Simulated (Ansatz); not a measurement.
Cost and result for the atomization energy of `C#C[SiH2]N` (9 atoms, 8 bonds).

```xyz
9

C    -0.764   -0.854    2.133
C    -0.449   -0.205    1.165
Si    0.035    0.764   -0.318
N     0.676   -0.153   -1.614
H    -1.042   -1.425    2.989
H     1.069    1.732    0.119
H    -1.185    1.454   -0.799
H     0.067   -0.751   -2.148
H     1.592   -0.563   -1.527
```

Total charge 0; spin multiplicity 1. The geometry is a stationary point of PBE0-D4/def2-TZVP. It is one conformer, not always the lowest. Program: Ansatz. All runs use 2 threads of an Intel Xeon Platinum 8259CL on a shared host. Times are those of one run each, without the atoms' runs, and a repeat can differ threefold. Electronic energies, without spin–orbit coupling; frozen cores. CCSD(T)/CBS adds CCSD(T) − MP2 in def2-TZVPP to the MP2 limit, and its time is that of the two runs behind it. T1 = 0.012. B3LYP takes the VWN-RPA correlation (the form of Gaussian; ORCA's B3LYP/G). HSE06 is the plane-wave form, built on full-range PBE exchange.

CCSD(T)/CBS is a level of theory with its own doubt, some kJ/mol a heavy atom from the limit and from the frozen cores, so smaller differences don't rank the functionals.

```csv
level,functions,wall time
revPBE-D4/def2-TZVPP,205,2.9 s
CCSD(T)/def2-SVP,85,3.3 s
PBE0-D4/def2-TZVPP,205,3.7 s
HSE06-D4/def2-TZVPP,205,4.6 s
r2SCANh-D4/def2-TZVPP,205,6.5 s
B3LYP-D4/def2-TZVPP (with forces),205,7 s
B2PLYP/def2-TZVPP,205,8 s
PBE-QIDH/def2-TZVPP,205,8 s
B97M-V/def2-TZVPP,205,9.5 s
ωB97M-V/def2-TZVPP (with forces),205,14 s
MP2/def2-QZVPP,391,26 s
CCSD(T)/def2-TZVPP,205,61 s
CCSD(T)/CBS(def2),–,86 s
```

Task: What atomization energy does each give, and how far from CCSD(T)/CBS? (Estimate.)

Result: Ansatz gave: 
```json
{"level": "revPBE-D4/def2-TZVPP", "atomization (kJ/mol)": "3401.2", "difference from CCSD(T)/CBS": "-25.9", "per bond": "-3.2"}
{"level": "CCSD(T)/def2-SVP", "atomization (kJ/mol)": "3197.7", "difference from CCSD(T)/CBS": "-229.4", "per bond": "-28.7"}
{"level": "PBE0-D4/def2-TZVPP", "atomization (kJ/mol)": "3416.6", "difference from CCSD(T)/CBS": "-10.5", "per bond": "-1.3"}
{"level": "HSE06-D4/def2-TZVPP", "atomization (kJ/mol)": "3419.3", "difference from CCSD(T)/CBS": "-7.8", "per bond": "-1.0"}
{"level": "r2SCANh-D4/def2-TZVPP", "atomization (kJ/mol)": "3390.4", "difference from CCSD(T)/CBS": "-36.7", "per bond": "-4.6"}
{"level": "B3LYP-D4/def2-TZVPP (with forces)", "atomization (kJ/mol)": "3432.4", "difference from CCSD(T)/CBS": "5.3", "per bond": "0.7"}
{"level": "B2PLYP/def2-TZVPP", "atomization (kJ/mol)": "3400.7", "difference from CCSD(T)/CBS": "-26.4", "per bond": "-3.3"}
{"level": "PBE-QIDH/def2-TZVPP", "atomization (kJ/mol)": "3391.7", "difference from CCSD(T)/CBS": "-35.4", "per bond": "-4.4"}
{"level": "B97M-V/def2-TZVPP", "atomization (kJ/mol)": "3424.6", "difference from CCSD(T)/CBS": "-2.5", "per bond": "-0.3"}
{"level": "ωB97M-V/def2-TZVPP (with forces)", "atomization (kJ/mol)": "3436.5", "difference from CCSD(T)/CBS": "9.4", "per bond": "1.2"}
{"level": "MP2/def2-QZVPP", "atomization (kJ/mol)": "3446.2", "difference from CCSD(T)/CBS": "19.1", "per bond": "2.4"}
{"level": "CCSD(T)/def2-TZVPP", "atomization (kJ/mol)": "3325.8", "difference from CCSD(T)/CBS": "-101.3", "per bond": "-12.7"}
{"level": "CCSD(T)/CBS(def2)", "atomization (kJ/mol)": "3427.1", "difference from CCSD(T)/CBS": "0.0", "per bond": "0.0"}
```

In def2-TZVPP, CCSD(T) changes the Hartree–Fock value by +870.9 kJ/mol (the triples alone add +56.0 kJ/mol) and MP2 by +930.9 kJ/mol; breaking electron pairs costs correlation energy, which Hartree–Fock lacks. From r2SCAN to r2SCAN0 (25 % exact exchange), in def2-TZVPP and without D4, the atomization energy moves by −57.7 kJ/mol: exact exchange takes away binding that semilocal exchange gives to molecules. The D4 term adds +25.0 kJ/mol with B3LYP and +13.0 kJ/mol with PBE0; it sums over pairs of atoms, weighted by their polarisabilities, and B3LYP, whose exchange is more repulsive, gets the larger term.
